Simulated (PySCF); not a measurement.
F2Sr, triplet, geometry from GFN2-xTB (such geometries of metal compounds can be far from the true shape) (a higher spin typed on purpose: for a closed-shell molecule this is an excited state) (core potentials on Sr); DF-B3LYP/def2-TZVP (PySCF).

PySCF was given this input:
```python
from pyscf import gto, scf, dft

mol = gto.Mole()
mol.atom = '''
    Sr   -0.019285   -0.004439   -0.001729
    F    -0.194880    1.548583   -1.320943
    F     0.276304   -1.529840    1.328242
'''
mol.basis = 'def2-tzvp'
mol.ecp = {'Sr': 'def2-tzvp'}
mol.charge = 0
mol.spin = 2
mol.verbose = 4
mol.build()

mf = dft.UKS(mol)
mf.xc = 'b3lyp'
mf.diis_space = 2
mf = mf.density_fit(auxbasis='def2-universal-jkfit')
mf.kernel()
```

### Question
Predict the main parts of the log of this PySCF run.

### Answer

```
PySCF version 2.14.0

[INPUT] verbose = 4
[INPUT] num. atoms = 3
[INPUT] num. electrons = 28
[INPUT] charge = 0
[INPUT] spin (= nelec alpha-beta = 2S) = 2
[INPUT] symmetry False subgroup None
[INPUT] Mole.unit = angstrom
[INPUT] Symbol           X                Y                Z      unit          X                Y                Z       unit  Magmom
[INPUT]  1 Sr    -0.019285000000  -0.004439000000  -0.001729000000 AA   -0.036443368312  -0.008388494267  -0.003267336469 Bohr   0.0
[INPUT]  2 F     -0.194880000000   1.548583000000  -1.320943000000 AA   -0.368269827155   2.926397751157  -2.496220496161 Bohr   0.0
[INPUT]  3 F      0.276304000000  -1.529840000000   1.328242000000 AA    0.522138887122  -2.890978614405   2.510013607145 Bohr   0.0

nuclear repulsion = 57.0558455626077
number of shells = 35
number of NR pGTOs = 145
number of NR cGTOs = 95
basis = def2-tzvp
ecp = {'Sr': 'def2-tzvp'}

******** <class 'pyscf.df.df_jk.DFUKS'> ********
method = DFUKS
initial guess = minao
damping factor = 0
level_shift factor = 0
DIIS = <class 'pyscf.scf.diis.CDIIS'>
diis_start_cycle = 1
diis_space = 2
diis_damp = 0
SCF conv_tol = 1e-09
SCF conv_tol_grad = None
SCF max_cycles = 50
direct_scf = False
number electrons alpha = 15  beta = 13
XC library pyscf.dft.libxc version 7.1.2
    S. Lehtola, C. Steigemann, M. J. T. Oliveira, and M. A. L. Marques,  SoftwareX 7, 1–5 (2018)
XC functionals = b3lyp
    P. J. Stephens, F. J. Devlin, C. F. Chabalowski, and M. J. Frisch,  J. Phys. Chem. 98, 11623 (1994)
radial grids:
    Treutler-Ahlrichs [JCP 102, 346 (1995); DOI:10.1063/1.469408] (M4) radial grids

becke partition: Becke, JCP 88, 2547 (1988); DOI:10.1063/1.454033
pruning grids: <function nwchem_prune>
grids dens level: 3
symmetrized grids: False
atomic radii adjust function: <function treutler_atomic_radii_adjust>
small_rho_cutoff = 0
Set gradient conv threshold to 3.16228e-05
tot grids = 50440
******** <class 'pyscf.df.df.DF'> ********
auxbasis = def2-universal-jkfit
init E= -228.773511545672

cycle= 1 E= -230.366123961374  delta_E= -1.59  |g|= 0.428  |ddm|= 1.84

cycle= 2 E= -230.379668121557  delta_E= -0.0135  |g|= 0.48  |ddm|= 1.18

cycle= 3 E= -230.443452651195  delta_E= -0.0638  |g|= 0.0889  |ddm|= 0.262

cycle= 4 E= -230.445556375683  delta_E= -0.0021  |g|= 0.047  |ddm|= 0.148

cycle= 5 E= -230.446494347771  delta_E= -0.000938  |g|= 0.00808  |ddm|= 0.074

cycle= 6 E= -230.446382693166  delta_E= 0.000112  |g|= 0.0189  |ddm|= 0.0142

cycle= 7 E= -230.446441638911  delta_E= -5.89e-05  |g|= 0.0137  |ddm|= 0.018

cycle= 8 E= -230.446486115314  delta_E= -4.45e-05  |g|= 0.00941  |ddm|= 0.0124

cycle= 9 E= -230.446473474287  delta_E= 1.26e-05  |g|= 0.0106  |ddm|= 0.00511

cycle= 10 E= -230.44580973659  delta_E= 0.000664  |g|= 0.0421  |ddm|= 0.0306

cycle= 11 E= -230.446501665035  delta_E= -0.000692  |g|= 0.00682  |ddm|= 0.0259

cycle= 12 E= -230.446466530155  delta_E= 3.51e-05  |g|= 0.0121  |ddm|= 0.00769

cycle= 13 E= -230.44637489687  delta_E= 9.16e-05  |g|= 0.0188  |ddm|= 0.016

cycle= 14 E= -230.446448585543  delta_E= -7.37e-05  |g|= 0.0139  |ddm|= 0.0177

cycle= 15 E= -230.446449560408  delta_E= -9.75e-07  |g|= 0.0134  |ddm|= 0.00701

cycle= 16 E= -230.445077760827  delta_E= 0.00137  |g|= 0.0601  |ddm|= 0.0425

cycle= 17 E= -230.44648796695  delta_E= -0.00141  |g|= 0.00957  |ddm|= 0.0376

cycle= 18 E= -230.446444958334  delta_E= 4.3e-05  |g|= 0.0148  |ddm|= 0.00942

cycle= 19 E= -230.446228402448  delta_E= 0.000217  |g|= 0.0269  |ddm|= 0.0212

cycle= 20 E= -230.446362058152  delta_E= -0.000134  |g|= 0.0209  |ddm|= 0.0261

cycle= 21 E= -230.446407176683  delta_E= -4.51e-05  |g|= 0.0174  |ddm|= 0.00986

cycle= 22 E= -230.443782942985  delta_E= 0.00262  |g|= 0.0828  |ddm|= 0.0578

cycle= 23 E= -230.446456782556  delta_E= -0.00267  |g|= 0.0138  |ddm|= 0.0529

cycle= 24 E= -230.446405307005  delta_E= 5.15e-05  |g|= 0.0189  |ddm|= 0.0123

cycle= 25 E= -230.44593330693  delta_E= 0.000472  |g|= 0.0382  |ddm|= 0.0284

cycle= 26 E= -230.44616008974  delta_E= -0.000227  |g|= 0.0315  |ddm|= 0.0386

cycle= 27 E= -230.446330683334  delta_E= -0.000171  |g|= 0.0229  |ddm|= 0.0146

cycle= 28 E= -230.44156893544  delta_E= 0.00476  |g|= 0.111  |ddm|= 0.0771

cycle= 29 E= -230.446382646609  delta_E= -0.00481  |g|= 0.0204  |ddm|= 0.0728

cycle= 30 E= -230.446326934869  delta_E= 5.57e-05  |g|= 0.0252  |ddm|= 0.017

cycle= 31 E= -230.44532029017  delta_E= 0.00101  |g|= 0.0548  |ddm|= 0.0388

cycle= 32 E= -230.44568951438  delta_E= -0.000369  |g|= 0.0476  |ddm|= 0.057

cycle= 33 E= -230.44618228571  delta_E= -0.000493  |g|= 0.0312  |ddm|= 0.0223

cycle= 34 E= -230.437638679076  delta_E= 0.00854  |g|= 0.149  |ddm|= 0.103

cycle= 35 E= -230.44620077444  delta_E= -0.00856  |g|= 0.0309  |ddm|= 0.0999

cycle= 36 E= -230.446161141896  delta_E= 3.96e-05  |g|= 0.0348  |ddm|= 0.0247

cycle= 37 E= -230.443970393429  delta_E= 0.00219  |g|= 0.08  |ddm|= 0.0548

cycle= 38 E= -230.444604620511  delta_E= -0.000634  |g|= 0.0721  |ddm|= 0.085

cycle= 39 E= -230.445868529962  delta_E= -0.00126  |g|= 0.0438  |ddm|= 0.0345

cycle= 40 E= -230.430008870185  delta_E= 0.0159  |g|= 0.203  |ddm|= 0.14

cycle= 41 E= -230.445743161373  delta_E= -0.0157  |g|= 0.0478  |ddm|= 0.14

cycle= 42 E= -230.445786663687  delta_E= -4.35e-05  |g|= 0.0502  |ddm|= 0.0373

cycle= 43 E= -230.440737780379  delta_E= 0.00505  |g|= 0.12  |ddm|= 0.0809

cycle= 44 E= -230.44216599257  delta_E= -0.00143  |g|= 0.108  |ddm|= 0.128

cycle= 45 E= -230.445136246572  delta_E= -0.00297  |g|= 0.0645  |ddm|= 0.053

cycle= 46 E= -230.413686530477  delta_E= 0.0314  |g|= 0.286  |ddm|= 0.197

cycle= 47 E= -230.444563409286  delta_E= -0.0309  |g|= 0.0753  |ddm|= 0.201

cycle= 48 E= -230.444878459442  delta_E= -0.000315  |g|= 0.0753  |ddm|= 0.0572

cycle= 49 E= -230.432176976525  delta_E= 0.0127  |g|= 0.189  |ddm|= 0.127

cycle= 50 E= -230.436945168062  delta_E= -0.00477  |g|= 0.161  |ddm|= 0.195
SCF not converged.
SCF energy = -230.436945168062 after 50 cycles  <S^2> = 2.0068405  2S+1 = 3.0045568
```

The run did not converge; its last values are not results.
